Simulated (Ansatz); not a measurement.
```xyz
3

C     0.0000    0.0000    0.0000
C     0.0000    1.3700    0.0000
O     0.0000   -1.1700    0.0000
```

Basis set: cc-pVDZ (spherical functions). Left uncorrelated: 3 orbitals. Charge 0, multiplicity 1.

Computed with Ansatz (development build ahead of 0.2.0); the reference of a correlated method needn't be the lowest determinant of its kind. Restricted open shells among the atoms or ions are ROHF, correlated in semicanonical orbitals with singles.

(1) Give the atomization energy at this shape (free ground-state atoms in the same class of orbitals less the molecule, no zero-point energy) of singlet C₂O by RHF-CCSD(T), RHF-CCSD.

## Answers

(1)

```csv
method,atomization energy
RHF-CCSD(T),265.07 kcal/mol
RHF-CCSD,255.55 kcal/mol
```

Caution: another spin multiplicity may lie lower; no unrestricted run beside it, a lower state can exist.
